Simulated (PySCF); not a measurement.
**Radial density of N³⁺ (nitrogen, charge +3)**

M06-2X, [He] 2s2, closed-shell 1S. All numbers are calculated (PySCF 2.14, no relativity, point nucleus, in aug-cc-pV5Z (7s6p5d4f3g2h, 127 functions)).

```json
{"r (bohr)": "0.00357", "4πr²ρ (e/bohr)": "0.03222"}
{"r (bohr)": "0.00600", "4πr²ρ (e/bohr)": "0.08814"}
{"r (bohr)": "0.0101", "4πr²ρ (e/bohr)": "0.2354"}
{"r (bohr)": "0.0170", "4πr²ρ (e/bohr)": "0.6049"}
{"r (bohr)": "0.0285", "4πr²ρ (e/bohr)": "1.455"}
{"r (bohr)": "0.0480", "4πr²ρ (e/bohr)": "3.138"}
{"r (bohr)": "0.0807", "4πr²ρ (e/bohr)": "5.632"}
{"r (bohr)": "0.136", "4πr²ρ (e/bohr)": "7.444"}
{"r (bohr)": "0.228", "4πr²ρ (e/bohr)": "5.904"}
{"r (bohr)": "0.384", "4πr²ρ (e/bohr)": "2.228"}
{"r (bohr)": "0.646", "4πr²ρ (e/bohr)": "1.596"}
{"r (bohr)": "1.09", "4πr²ρ (e/bohr)": "1.845"}
{"r (bohr)": "1.83", "4πr²ρ (e/bohr)": "0.4109"}
{"r (bohr)": "3.08", "4πr²ρ (e/bohr)": "0.007933"}
```
